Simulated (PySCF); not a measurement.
# M06-L on H⁻ (hydrogen, charge -1)

Configuration: 1s2, closed-shell 1S. All numbers are calculated (PySCF 2.14, no relativity, point nucleus, in def2-QZVPPD).

```
Total energy                                     : -0.5163 hartree
One-electron energy                              : -0.9135 hartree
Hartree (Coulomb) energy                         : 0.8731 hartree
Exchange-correlation energy                      : -0.4759 hartree
Kinetic energy                                   : 0.55544 hartree
⟨S²⟩                                             : 0.0000
⟨L²⟩                                             : 0.000
Sum of ⟨r⟩                                       : 4.318 bohr
Sum of ⟨r²⟩                                      : 12.45 bohr²
Density at the nucleus (Gaussians lack the cusp) : 0.325 bohr⁻³
Langevin diamagnetic susceptibility              : -9.86 ×10⁻⁶ cm³/mol
```

```csv
shell,electrons,mean orbital energy (hartree),"rms radius, mean of both spins (bohr)"
1s,2,0.10115,2.49
```

At M06-L the highest occupied level has a positive energy, so only the finite basis holds that electron; in a semilocal or global hybrid functional this comes from self-interaction and does not mean that the real anion is unbound.
